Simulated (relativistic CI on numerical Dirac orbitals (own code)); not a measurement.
**Xe⁴⁴⁺: sensitivity of the levels to the model**

Base calculation: Dirac-Coulomb-Breit CI, orbitals from a KLI potential per configuration, model QED (radiative potential, 1s self-energy scaled to tabulated hydrogen-like ionisation energies), unscaled Slater integrals.

Configuration list (outside the closed core 1s2): 2s²2p⁶, 2s²2p⁵3s, 2s²2p⁵3p, 2s²2p⁵3d, 2s2p⁶3s, 2s2p⁶3p, 2s2p⁶3d, 2s²2p⁵4s, 2s²2p⁵4p, 2s²2p⁵4d, 2s²2p⁵4f, 2s2p⁶4s, 2s2p⁶4p, 2s²2p⁴3s², 2s2p⁶4d, 2s2p⁶4f. Levels of other configurations are missing.

Variants: (1) non-relativistic limit. Shifts of the energy above 2s²2p⁶ ¹S0, in eV, for the lowest level and the first level of each name with at least 55 % of one term (blank where a level changes its place among those of its configuration and J or its character, or is not in the variant):

```csv
Level,Base,Δ(1)
2s²2p⁶ ¹S0,0.00,0.00
2s²2p⁵3s ³P°2,4208.67,+98.80
2s²2p⁵3s ¹P°1,4214.27,
2s²2p⁵3p ³D3,4389.23,+1.11
2s²2p⁵3p ¹P1,4389.27,
2s²2p⁵3p ³P2,4397.58,
2s²2p⁵3d ³P°0,4495.96,-3.43
2s²2p⁵3d ³P°1,4501.87,-9.33
2s²2p⁵3d ³D°2,4509.72,
2s²2p⁵3d ³F°4,4522.01,-21.96
2s²2p⁵3d ³D°3,4533.24,
2s²2p⁵3s ³P°0,4542.99,-235.51
2s²2p⁵3p ³D1,4635.19,
2s²2p⁵3d ³F°2,4838.80,
2s2p⁶3s ³S1,4855.71,-267.31
2s2p⁶3s ¹S0,4874.43,-270.10
2s2p⁶3p ³P°0,4948.73,-276.76
2s2p⁶3p ³P°1,4950.76,-278.79
2s2p⁶3p ³P°2,5037.16,-365.19
2s2p⁶3p ¹P°1,5041.33,-363.21
2s2p⁶3d ³D1,5148.27,-369.23
2s2p⁶3d ³D2,5151.61,-372.57
```

At this charge energies of transitions that change n are usually good to better than 1 %, and those within a shell (Δn = 0) to a few per cent.

Ionisation energy from the two ground configurations alone: base 7659.5 eV. The NIST ASD value (theoretical) is 7660 eV.

LS names give the leading component of a level, which can be under half, so a name can repeat, a term be missing and a line seem to break the LS rules.
